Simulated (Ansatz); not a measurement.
**Energy profile**

The step: SiH₄ + H₂O + HF → SiH₃F ([F][SiH3]) + H₂O + H₂; bonds formed: Si1–F7, H2–H8, H6–O9; bonds broken: Si1–H2, H6–F7, H8–O9 (atoms numbered as in the saddle structure below).

Si1  (-0.664, 0.536, -0.940)
H2  (-0.059, -0.928, -0.473)
H3  (-1.285, -0.349, -2.002)
H4  (-1.899, 0.986, -0.246)
H5  (0.104, 1.455, -1.819)
H6  (0.977, 0.169, 1.210)
F7  (0.317, 1.164, 0.461)
H8  (0.528, -1.031, 0.366)
O9  (1.210, -0.833, 1.326)
H10  (0.771, -1.171, 2.116)
(Å)

Electronic energies by CCSD(T) at an estimated basis limit (MP2 extrapolated from triple and quadruple zeta, plus CCSD(T) − MP2 in triple zeta), on PBE0-D4/def2-TZVP structures; SiH7OF, singlet; no counterpoise correction. Computed with Ansatz 0.2.0 (basis: def2-TZVPP and def2-QZVPP); correlated methods freeze the cores. Extrapolation: Hartree–Fock as exp(−7.88 √X), correlation as X^−2.97.

(1) Give the profile in eV, counted from the separated reactants. (An estimate is asked for; the value comes from the calculation.)

T1 diagnostic: at most 0.012.

## Answers

(1) By the calculation:
```csv
point,eV
"separated: SiH4 (Si1, H2, H3, H4, H5; singlet) + HF (H6, F7; singlet) + H2O (H8, O9, H10; singlet)",0.000
start structure,-0.459
saddle,1.061
end structure,-1.257
"separated: SiH3F (linked as [F][SiH3]; Si1, H3, H4, H5, F7; singlet) + H2 (H2, H8; singlet) + H2O (H6, O9, H10; singlet)",-1.092
```

For scale, one of the runs: CCSD(T)/def2-TZVPP, 202 basis functions (an equivalent command: `ansatz run in.yaml --threads 4`). The run took 41 s on 4 CPU threads (shared host), with 2.6 GiB of host memory at its peak.
